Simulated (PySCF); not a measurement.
FH5Mo, multiplicity 1. Atoms are numbered in the order given.

```xyz
7

Mo     0.0000     0.0000     0.2183
F      0.0000     0.0000    -1.7279
H      0.9864     0.9864     1.1243
H      0.0000     0.0000     1.8875
H     -0.9864    -0.9864     1.1243
H     -0.9864     0.9864     1.1243
H      0.9864    -0.9864     1.1243
```

Geometry: B3LYP-D3(BJ)/def2-TZVP. The geometry has at least one imaginary mode, so it is a saddle point at that level. The multiplicity is an assumed one; other spin states were not compared. The def2 effective core potentials stand for the cores of Mo; spin–orbit coupling is left out.

The numbers are results of ωB97X/def2-TZVPD run with PySCF, not measurements.

Symmetry labels are those of the subgroup C2v that the program uses (full group C4v).

### Question
List the valence orbital energies around the gap with their symmetry. (The exact figures need the calculation; the answer reports its results.)

### Answer

| orbital | symmetry | energy (eV) |
|---|---|---|
| HOMO−7 | A1 | -16.08 |
| HOMO−6 | B1 | -14.34 |
| HOMO−5 | B2 | -14.34 |
| HOMO−4 | A1 | -14.24 |
| HOMO−3 | A2 | -12.70 |
| HOMO−2 | B1 | -12.36 |
| HOMO−1 | B2 | -12.36 |
| HOMO | A1 | -10.39 |
| LUMO | A1 | -2.26 |
| LUMO+1 | B1 | -0.20 |
| LUMO+2 | B2 | -0.20 |
| LUMO+3 | A1 | 1.89 |
